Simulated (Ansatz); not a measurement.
Abridged output of a molecular run in Ansatz:

```
Functional definition: HF
1085 factors; integrals over basis functions are off by at most 1.2e-3 eV
mean field evaluation 1: about -19328.5387 eV, gradient 2.6e1 eV
mean field evaluation 2: about -19328.5416 eV, gradient 2.6e1 eV
mean field evaluation 4: about -19330.8409 eV, gradient 3.1e0 eV
mean field evaluation 8: about -19330.8806 eV, gradient 9.7e-5 eV
mean field -19330.88059384 eV, -710.3967588822 hartree, gradient 1.0e-6 eV, S^2 0.000000; 0 other end points of the search recorded, 0 dependent functions left out
12 core orbitals not correlated: weight in the atoms' cores, before any rotation towards them, 1.000 or more for the frozen orbitals, at most 0.000 for the correlated occupied ones
reference -19330.88059384 eV, -710.3967588822 hartree; 13, 13 occupied and 84, 84 virtual orbitals, 1085 factors
second order -14.08187941 eV of doubles, -0.00000000 eV of singles
cycle   1  -15.44621423 eV  change    -1.4e0 eV  update   8.7e-2
cycle   2  -15.95721209 eV  change   -5.1e-1 eV  update   2.7e-2
cycle   3  -15.99924681 eV  change   -4.2e-2 eV  update   7.7e-3
cycle   4  -15.99812684 eV  change    1.1e-3 eV  update   2.4e-3
cycle   5  -15.99765371 eV  change    4.7e-4 eV  update   7.4e-4
cycle   6  -15.99745120 eV  change    2.0e-4 eV  update   2.5e-4
cycle   7  -15.99743311 eV  change    1.8e-5 eV  update   7.7e-5
cycle   8  -15.99743726 eV  change   -4.2e-6 eV  update   2.6e-5
perturbative correction -0.46232133 eV, -0.0169899957 hartree
Total energy: -19347.34035244 eV, -711.0016438539 hartree
```

Its atoms:

```xyz
13

C     0.3640   -1.6679    0.1086
C     0.8989   -0.4560   -0.6483
Si    0.2587    1.1853    0.0007
P    -1.9940    1.2350   -0.1732
H     0.7853   -2.5994   -0.2772
H    -0.7234   -1.7441    0.0250
H     0.6064   -1.6138    1.1733
H     0.6420   -0.5236   -1.7107
H     1.9931   -0.4275   -0.6006
H     0.7147    1.3889    1.4052
H     0.7767    2.3115   -0.8251
H    -2.1145    2.4626    0.5313
H    -2.2080    0.4490    0.9911
```

Task: Which basis set was used?
A. def2-SVP
B. cc-pV(T+d)Z
C. def2-QZVPP
D. def2-TZVPPD

Result: A. It gives 109 functions.

Task: Write the keys of the input that set method, charge and spin (a neutral closed shell needs none for the last two).

Result: 
```yaml
correlation: {method: ccsd_t}
```
